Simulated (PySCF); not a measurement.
CH3AlClIO, SMILES C[O][Al]([Cl])[I]. Geometry optimised at B3LYP-D3(BJ)/def2-SVP. The structure was generated by enumeration; whether it is a known compound was not checked. The def2 effective core potentials stand for the cores of I; spin–orbit coupling is left out. Other conformers were not sampled.

Question: Give the equilibrium geometry at B3LYP-D3(BJ)/def2-SVP (PySCF confirms it by a frequency run) as Cartesian coordinates in Å, and its point group. (An estimate is asked for; the answer gives what the named calculation found.)

Answer: This is not unique; one that fits is point group Cs.
```xyz
8

Al     0.0867     1.0014     0.0000
Cl     1.8836     2.0661     0.0000
I      0.0656    -1.4653     0.0000
O     -1.3535     1.8674     0.0000
C     -2.7361     1.6379     0.0000
H     -3.1972     2.0966     0.8918
H     -3.1972     2.0966    -0.8918
H     -2.9866     0.5609     0.0000
```
Charge 0, spin multiplicity 1.
